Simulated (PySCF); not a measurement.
Ionisation energy of Kr⁺ by level of theory

Kr⁺ [Ar] 3d10 4s2 4p5 (2P) → Kr²⁺ [Ar] 3d10 4s2 4p4 (3P), as a difference of total energies. Computed with PySCF 2.14 in dyall-av2z (16s12p8d, 92 functions), with no relativity, point nucleus. Correlated levels: valence: [Ar] 3d10 frozen; virtual orbitals above 40 to 60 times the deepest correlated orbital energy dropped. The calculations carry no spin-orbit coupling.

| method | ionisation energy (eV) | plus first-order spin-orbit estimate | difference from reference of that sum (eV) |
| --- | --- | --- | --- |
| UHF | 23.283 | 23.262 | -1.098 |
| MP2 (valence) | 23.917 | 23.895 | -0.465 |
| SCS-MP2 (valence) | 23.894 | 23.873 | -0.487 |
| CCSD (valence) | 23.875 | 23.854 | -0.506 |
| CCSD(T) (valence) | 23.889 | 23.868 | -0.492 |

Reference: 24.360 eV (measured; NIST Atomic Spectra Database, ionization energies).

A first-order spin-orbit estimate (lowest level to lowest level, LS coupling) adds -0.021 eV.

These non-relativistic numbers lack the scalar-relativistic shift.

Errors of the correlated levels include the incompleteness of this basis and the frozen core.
